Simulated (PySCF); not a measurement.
# NMR problem set

Computed data (PySCF 2.14.0 with density-fitted response routines): PBE0/pcSseg-1 with gauge-including orbitals, geometry: GFN2-xTB. No solvent, rapidly exchanging positions averaged, no relativistic terms, single conformer.

Referencing at the same level of theory: $^{1}$H and $^{13}$C against TMS. Where no couplings were computed, multiplicities follow the n + 1 count of equivalent neighbours, and m marks all less simple cases (inequivalent or close neighbours, rings, F or P nearby). Shifts are as computed. Against solution values, carbons near 30 ppm lie about +3 ppm off and those near 130 ppm about +5 ppm. Of 1211 compounds with measured shifts, 218 miss one by over three times the rms of a fit or turn the order of signals round; such compounds aren't used in these exercises.

(1) C₇H₁₁ClSi₂. $^{1}$H NMR (400 MHz, computed): δ 5.29 (m, 1H), 5.26 (m, 1H), 4.74 (m, 1H), 1.94 (d, 1H), 1.37 (m, 3H), 1.22 (m, 1H), 1.22 (m, 3H). $^{13}$C{$^{1}$H} NMR (computed): δ 118.0 (C), 115.2 (C), 104.1 (CH), 86.5 (C), 20.5 (CH), 19.7 (CH3), 19.5 (CH3). Identify the compound.

(2) C₆H₁₀O₂. $^{1}$H NMR (600 MHz, computed): δ 6.29 (m, 1H), 5.52 (m, 1H), 5.41 (m, 1H), 5.40 (m, 1H), 2.08 (s, 3H), 1.30 (d, 3H). $^{13}$C{$^{1}$H} NMR (computed): δ 175.2 (C), 147.9 (CH), 122.8 (CH2), 76.6 (CH), 24.0 (CH3), 23.8 (CH3). What is it?

Answers

(1) SMILES C#C[Si@@H](C#C[SiH2]Cl)C(C)C. The formula gives 4 degrees of unsaturation (no ring in the answer). 7 carbon signals for 7 carbons: no two carbons are equivalent. Carbon types of the structure: 3 × C, 2 × CH, 2 × CH3, leaving 3 H on heteroatoms. δC 118.0, 115.2, 86.5: alkyne carbon. δC 104.1: terminal alkyne carbon; sp carbons lie upfield of alkene carbons because the cylindrical π system leaves one tensor component strongly shielded. δC 19.7, 19.5: methyl carbon; a saturated carbon with 1 carbon neighbour and no heteroatom attached. δH 1.94: hydrogen on a terminal alkyne carbon; it lies on the axis of the triple bond, in its shielding cone.

The shifts were computed for this structure.

(2) 1-methylallyl acetate. Rings plus π bonds: 2 (no ring in the answer). 6 carbon signals for 6 carbons: no two carbons are equivalent. Carbon types of the structure: 1 × C, 2 × CH, 1 × CH2, 2 × CH3, which accounts for all hydrogens. δC 175.2: ester carbonyl carbon; lone-pair donation from the attached heteroatom keeps it upfield of a ketone carbonyl. δC 147.9: alkene CH; as expected for a trigonal carbon in a double bond. δC 122.8: terminal =CH2 carbon; the olefinic region. δC 76.6: allylic sp3 CH bonded to O; the inductive effect lowers its shielding.

The data come from this structure; uniqueness wasn't tested.
